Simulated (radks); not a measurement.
Values are calculated unless marked as measured or tabulated.
Problem. Orbital eigenvalues (eV) of the chromium ion Cr3+, [Ar] 3d3, of relativity; Dirac values are averaged over j with weights 2j + 1. Spin-unpolarised spherical Kohn-Sham, PBE, point nucleus unless stated (finite: rms radius 3.6452 fm), a radial shooting solver on a logarithmic mesh with Libxc functionals. A level marked "c x" has the speed of light scaled by that factor and shares open shells by 2j + 1; other Dirac levels either fill j = l - 1/2 first or share by 2j + 1.

shell  non-rel.
1s      -5873.8
2s      -698.45
2p      -599.54
3s      -111.31
3p      -83.498
3d      -39.341

Give the values at the level "Dirac, low j first".

Solution. 
shell  Dirac, low j first  change of magnitude (%)
1s                -5919.4                    +0.78
2s                -707.38                    +1.28
2p                -600.87                    +0.22
3s                -112.66                    +1.22
3p                -83.699                    +0.24
3d                -39.091                    -0.64
